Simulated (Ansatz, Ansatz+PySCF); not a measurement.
| atom | x (Å) | y (Å) | z (Å) |
| --- | --- | --- | --- |
| Cr | 0.0000 | 0.0000 | -0.0612 |
| H | 0.0000 | 0.0000 | 1.4678 |

Basis set: def2-SVP (spherical functions). Correlated methods keep 5 orbitals frozen. Correlation on ROHF uses semicanonical orbitals with singles. Charge 0, multiplicity 6.

Computed with Ansatz (development build ahead of 0.2.0); each method stands on the lowest determinant of its kind that the runs found.

The atomization energy at this shape (free ground-state atoms in the same class of orbitals less the molecule, no zero-point energy) of sextet CrH:

| method | atomization energy |
| --- | --- |
| UHF-CCSD(T) | 189.9 kJ/mol |
| UHF-MP2 | 159.8 kJ/mol |
| UHF | 75.1 kJ/mol |
| ROHF | 55.0 kJ/mol |

What does ROHF-MP2 give?

144.3 kJ/mol.
